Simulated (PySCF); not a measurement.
## A small calculation by hand: chemical shift, span and skew from a shielding tensor

Be(H)(OMe) (CH₄BeO), SMILES C[O][BeH]. Atoms are numbered in the order given.

```xyz
7

Be     0.0000     0.0000     1.6270
H      0.0000     0.0000     2.9602
O      0.0000     0.0000     0.2447
C      0.0000     0.0000    -1.1411
H     -0.8878    -0.5126    -1.5264
H      0.0000     1.0252    -1.5264
H      0.8878    -0.5126    -1.5264
```

Geometry optimised at r2SCAN-D4/def2-TZVP.

GIAO shieldings from PBE0/pcSseg-2 (PySCF), non-relativistic, no solvent. The symmetric part of the tensor of C4 has the principal values 101.4, 101.4, 185.5 ppm. The same nucleus in TMS has σ = 186.1 ppm at this level (PySCF, at its B3LYP-D3(BJ)/def2-TZVP geometry).

Work out the isotropic shielding, the ¹³C shift against TMS, the span and the skew.


σ(iso) = (σ11 + σ22 + σ33)/3 = 129.4 ppm. δ = σ(ref) − σ(iso) = 186.1 − (129.4) = 56.7 ppm.
Span Ω = σ33 − σ11 = 84.1 ppm. Skew κ = 3(σ(iso) − σ22)/Ω = 1.00, an axial tensor. Tumbling in solution averages the tensor to δ; in a static solid the shielding alone would spread this spin-1/2 line over Ω.
